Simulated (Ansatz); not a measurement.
Molecule: C5H5S, net charge 0, doublet state. It need not be the lowest isomer of its formula. 
Coordinates optimised at B3LYP-D3(BJ)/def2-TZVP (Ansatz, an electronic-structure program):
SMILES: Cc1c[c]cs1
```xyz
11

C     -2.2267    -0.1352    -0.0190
C     -0.7423    -0.2024     0.1418
C     -0.0191    -1.0254     0.9644
C      1.3621    -0.7782     0.8224
C      1.7457     0.1697    -0.0451
S      0.3045     0.8388    -0.7699
H     -2.6158     0.8526     0.2374
H     -2.7018    -0.8647     0.6368
H     -2.5316    -0.3547    -1.0446
H     -0.4624    -1.7566     1.6238
H      2.7209     0.5313    -0.3216
```
Charge 0, spin multiplicity 2.

Basis-set convergence of Hartree-Fock and CCSD correlation energies (hartree) with Ansatz. Correlated levels leave the core frozen unless marked. Open shells are spin-unrestricted. Spin-orbit coupling is left out. No relativistic terms.

The UHF reference is spin-contaminated (<S^2> 0.37 over the pure value in the largest basis). 

| basis | functions | E(HF) | E(corr, CCSD) |
|---|---|---|---|
| cc-pV(D+d)Z | 118 | -589.72029 | -0.81320 |
| cc-pV(T+d)Z | 259 | … | … |

### Question
Some entries are withheld; supply them.

### Answer

- cc-pV(T+d)Z, E(HF): -589.78439
- cc-pV(T+d)Z, E(corr, CCSD): -0.97754
